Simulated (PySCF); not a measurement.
CH₅BrGe, SMILES [CH3][GeH2][Br]. Atoms are numbered in the order given.

```xyz
8

Ge     0.4469    -0.8722     0.0000
C     -1.1866    -1.9211     0.0000
Br    -0.1502     1.3715     0.0000
H      1.2910    -1.0974    -1.2654
H      1.2910    -1.0974     1.2654
H     -1.7814    -1.6884     0.8940
H     -0.9430    -2.9944     0.0000
H     -1.7814    -1.6884    -0.8940
```

Geometry: PBE0-D3(BJ)/def2-SVP.

Two levels are set side by side: PBE/pcSseg-1 (PySCF) and PBE0/pcSseg-1 (PySCF). GIAO shifts against GeH4 (⁷³Ge), TMS (¹H), TMS (¹³C) at the same level; non-relativistic, no solvent, atoms listed together averaged. Without spin–orbit terms, shifts of atoms bonded to Cl or Br come out too high at both levels. Differences are taken from unrounded values.

```
quantity                PBE0
---------------------  -----
δ(⁷³Ge) of Ge1 (ppm)   305.7
δ(¹³C) of C2 (ppm)       4.8
δ(¹H) of H4, H5 (ppm)   5.59
```

Q: What does PBE give, and how far is it from PBE0? (An estimate is asked for; the answer gives what the named calculation found.)

A: 
```json
[
 {"quantity": "δ(⁷³Ge) of Ge1 (ppm)", "PBE": "330.3", "PBE minus PBE0": "24.6"},
 {"quantity": "δ(¹³C) of C2 (ppm)", "PBE": "6.4", "PBE minus PBE0": "1.6"},
 {"quantity": "δ(¹H) of H4, H5 (ppm)", "PBE": "5.76", "PBE minus PBE0": "0.17"}
]
```

Rough cost on one machine, each run with all the roots and properties that it gave: PBE0 against PBE within a factor of 2.
